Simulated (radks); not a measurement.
Values are calculated unless marked as measured or tabulated.
All-electron atom: Rb3+ in [Ar] 3d10 4s2 4p4. Code: a radial shooting solver on a logarithmic mesh with Libxc functionals. Model: non-relativistic Kohn-Sham, BLYP, spin-polarised, spherical densities, point nucleus; open shells are filled with parallel spins first (spin-orbit coupling, left out, can overturn this in heavy ions); relativity is left out, which matters for an element this heavy.

Local quantities along the radius. ELF = 1/(1 + alpha^2) is the electron localisation function; alpha = (tau - tau_W)/tau_unif compares the Pauli kinetic energy density with that of the uniform gas (summed over spins); -r V(r) is the screened charge that the Kohn-Sham potential of spin up presents (atomic units); 4 pi r^2 rho is in e/bohr.

| r (bohr) | ELF | alpha | -r V(r) | 4 pi r^2 rho |
|---|---|---|---|---|
| 0.001773 | 1.000 | 0.01777 | 36.76 | 1.216 |
| 0.00229 | 1.000 | 0.01870 | 36.68 | 1.952 |
| 0.002982 | 1.000 | 0.02004 | 36.57 | 3.145 |
| 0.003883 | 1.000 | 0.02192 | 36.42 | 4.988 |
| 0.005056 | 0.999 | 0.02465 | 36.24 | 7.754 |
| 0.006531 | 0.999 | 0.02859 | 36.01 | 11.60 |
| 0.008505 | 0.999 | 0.03486 | 35.69 | 17.01 |
| 0.01107 | 0.998 | 0.04517 | 35.29 | 23.87 |
| 0.01442 | 0.996 | 0.06330 | 34.78 | 31.67 |
| 0.01863 | 0.991 | 0.09649 | 34.16 | 38.94 |
| 0.02426 | 0.973 | 0.1677 | 33.37 | 44.19 |
| 0.03158 | 0.901 | 0.3310 | 32.39 | 45.32 |
| 0.0408 | 0.678 | 0.6898 | 31.24 | 42.41 |
| 0.05312 | 0.371 | 1.302 | 29.83 | 38.48 |
| 0.06917 | 0.311 | 1.489 | 28.16 | 39.05 |
| 0.09007 | 0.521 | 0.9597 | 26.29 | 46.39 |
| 0.1164 | 0.740 | 0.5933 | 24.22 | 54.10 |
| 0.1515 | 0.761 | 0.5602 | 21.84 | 52.42 |
| 0.1973 | 0.500 | 0.9993 | 19.27 | 40.39 |
| 0.2569 | 0.264 | 1.671 | 16.55 | 31.90 |
| 0.3318 | 0.482 | 1.036 | 13.96 | 35.30 |
| 0.4321 | 0.750 | 0.5767 | 11.38 | 38.95 |
| 0.5626 | 0.753 | 0.5721 | 9.094 | 30.00 |
| 0.7326 | 0.467 | 1.068 | 7.297 | 15.53 |
| 0.9464 | 0.197 | 2.016 | 5.992 | 7.758 |
| 1.232 | 0.513 | 0.9751 | 5.115 | 5.938 |
| 1.605 | 0.828 | 0.4555 | 4.441 | 4.415 |
| 2.073 | 0.770 | 0.5470 | 3.942 | 2.069 |
| 2.699 | 0.396 | 1.235 | 3.616 | 0.5109 |
| 3.514 | 0.044 | 4.661 | 3.475 | 0.06036 |
| 4.576 | 0.001 | 32.49 | 3.222 | 0.002752 |

On this mesh the ELF has minima near r = 0.061, 0.26, 0.95 bohr, which separate the shells, and maxima near 0.13 (0.78), 0.49 (0.78), 1.8 (0.83).
